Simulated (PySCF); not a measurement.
# Dipole response of Cu²⁺ (copper, charge +2)

[Ar] 3d9, 2D determinant. Computed with PySCF 2.14 in aug-cc-pVDZ-DK (7s6p4d2f, 59 functions), with scalar relativity by spin-free X2C-1e. Coupled (time-dependent) response in atomic units; α is the mean over directions. A double-zeta set is small for polarisabilities.

```
method  mean α (bohr³)         α xx, yy, zz  C₆ (like pair)  S(−4)
   UHF           2.411  2.321, 2.321, 2.590           6.415  2.432
   PBE           3.132  2.999, 2.999, 3.397           8.457  5.594
  PBE0           2.879  2.761, 2.761, 3.115           7.746  4.266
  BP86           3.154  3.014, 3.014, 3.433           8.558  5.521
```

S(−4) is the Cauchy moment in α(ω) = α(0) + S(−4) ω² + …

α(iu) at PBE0:

| u (hartree) | α(iu) (bohr³) |
| --- | --- |
| 0 | 2.879 |
| 0.0500 | 2.868 |
| 0.100 | 2.837 |
| 0.200 | 2.725 |
| 0.300 | 2.569 |
| 0.500 | 2.231 |
| 0.750 | 1.872 |
| 1.00 | 1.599 |
| 1.50 | 1.212 |
| 2.00 | 0.9494 |
| 3.00 | 0.6256 |
| 5.00 | 0.3341 |

A single London oscillator, α(iu) = α/(1 + u²/ω²), gives C₆ = (3/4) ω α². Matching the computed C₆ needs ω = 4 × 7.746 / (3 × 2.879²) = 1.25 hartree.

For an ion, C₆ is the dispersion term alone; charge-induced terms of lower order in 1/R come first.

The components differ because the open shell of this determinant is not spherical; for a pure term their mean is the scalar polarisability.
